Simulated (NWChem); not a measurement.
Species: BCl$_{2}$ cation

```xyz
3

Cl    -1.6173    -0.0229     0.0201
B      0.0000     0.0000     0.0000
Cl     1.6173     0.0229    -0.0201
```
Atoms are numbered in this order, from 1.

Geometry: optimised at PBE0/def2-SVP.

Q: List the 4 lowest vertical singlet excitations from PBE/def2-SVPD, full TDDFT (NWChem).

A: 
```tsv
state	energy (eV)	oscillator strength	leading excitation (squared amplitude)
S1	6.38	0.000	HOMO−1 → LUMO (0.50)
S2	6.56	0.000	HOMO−1 → LUMO+1 (0.50)
S3	6.56	0.000	HOMO−1 → LUMO (0.50)
S4	7.67	0.000	HOMO−3 → LUMO+1 (0.50)
```
